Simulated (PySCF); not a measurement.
C3H8FNSi. Atoms are numbered in the order given.

```xyz
14

C     -3.0872    -0.9677     0.3040
C     -1.7991    -0.9389     1.1100
N     -0.6603    -0.7571     0.2459
C      0.1165     0.2307     0.4251
Si     1.5495     0.3400    -0.7870
F      2.4317     1.6656    -0.4395
H     -3.2617     0.0001    -0.1902
H     -3.9478    -1.1811     0.9549
H     -3.0367    -1.7417    -0.4756
H     -1.6701    -1.9104     1.6186
H     -1.8452    -0.1571     1.8971
H     -0.0494     0.9678     1.2442
H      2.4336    -0.8495    -0.6536
H      1.0396     0.4759    -2.1782
```
Charge 0, spin multiplicity 1.

The structure is a stationary point at PBE0-D3(BJ)/def2-SVP. The structure was generated by enumeration; whether it is a known compound was not checked. Other conformers were not sampled.

The numbers are results of HF/def2-TZVP run with PySCF, not measurements.

```
Property                                                                                                       Result
---------------------------------------------------------------------------------------------  ----------------------
total energy                                                                                       -561.24295 hartree
highest occupied level                                                                                      -10.95 eV
lowest empty level                                                                                            2.75 eV
orbital gap                                                                                                  13.70 eV
dipole moment                                                                                               0.397 e·Å
quadrupole, principal values (traceless, Buckingham form, about the centre of nuclear charge)   -6.73, 1.46, 5.27 D·Å
mean static polarisability                                                                       65.9 bohr³ (9.76 Å³)
polarisability, principal values                                                               54.5, 59.1, 84.1 bohr³
```
